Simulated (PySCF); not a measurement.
Structure problem from calculated spectra and properties.

Formula: C4H9ClO2S.

* 13C NMR: chemical shifts (computed TMS as zero) by class: 80.1 (1 C), 25.5 (3 C) ppm [GIAO KT3/pcSseg-1]
* Dipole: 4.66 D [PBE0/def2-SVPD]
* Rotational structure: rotational constants A, B, C: 1.917, 1.309, 1.162 GHz [PBE0-D3(BJ)/def2-SVP]
* Valence photoelectron: vertical ionisation energy: 10.98 eV [ΔSCF PBE0/def2-SVPD]
* UV, strongest line: among the 10 lowest singlet transitions: S8 at 7.42 eV (167 nm, f = 0.105) [TDDFT PBE0/def2-SVPD]
* NMR, other nuclei: isotropic shieldings of nuclei other than C and H, by class: 10 (2 O), 131 (1 S), 376 (1 Cl) ppm [GIAO KT3/pcSseg-1]
* Polarisability: 91.6 au [PBE0/def2-SVPD]
* Triplet: lowest triplet excitation (Tamm–Dancoff): 4.73 eV [TDA PBE0/def2-SVPD]
* UV, first state: lowest singlet excitation: 5.40 eV (230 nm, f = 0.003) [TDDFT PBE0/def2-SVPD]
* 1H NMR: chemical shifts (computed TMS as zero) by class: 1.50 (9 H) ppm [GIAO KT3/pcSseg-1]

The electronic properties come from PySCF, for the isolated species, density fitting. Levels stand in brackets. Isolated species at its PBE0-D3(BJ)/def2-SVP geometry, gas phase. Each NMR value is the plain mean over a class of atoms that symmetry, rotation or inversion makes alike.

Problem. What is the compound? Reason from the data.

Solution. Numbering: `[CH3:1][C:2]([CH3:3])([CH3:4])[S:5](=[O:6])(=[O:7])[Cl:8]`. 4 carbons fall into 2 classes; from least to most shielded: sp3 carbon bound to sulfur [C2] (80.1 ppm), methyl carbon [C1/C3/C4] (25.5 ppm, 3 C). All hydrogens form one class (1.50 ppm): methyl hydrogen. The other shieldings belong to: 10 ppm, sulfonyl oxygen [O6/O7]; 131 ppm, sulfonyl sulfur [S5]; 376 ppm, chlorine bonded to S [Cl8]. S1 is mainly HOMO→LUMO (weight 0.97); the largest Löwdin shares of the orbital it empties are 0.53 on the chlorine bonded to S, 0.22 on a sulfonyl oxygen and 0.21 on a sulfonyl oxygen, of the orbital it fills 0.40 on the chlorine bonded to S, 0.28 on the sulfonyl sulfur, 0.11 on a sulfonyl oxygen and 0.10 on a sulfonyl oxygen. By its constants the optimised geometry is an asymmetric top. Structure: `CC(C)(C)S(=O)(=O)Cl`. The assignments are read from this structure; whether some other isomer fits the data as well wasn't checked.

The values belong to the conformer `[CH3:1][C:2]([CH3:3])([CH3:4])[S:5](=[O:6])(=[O:7])[Cl:8]`: C1–C2–S5–O6 175°.
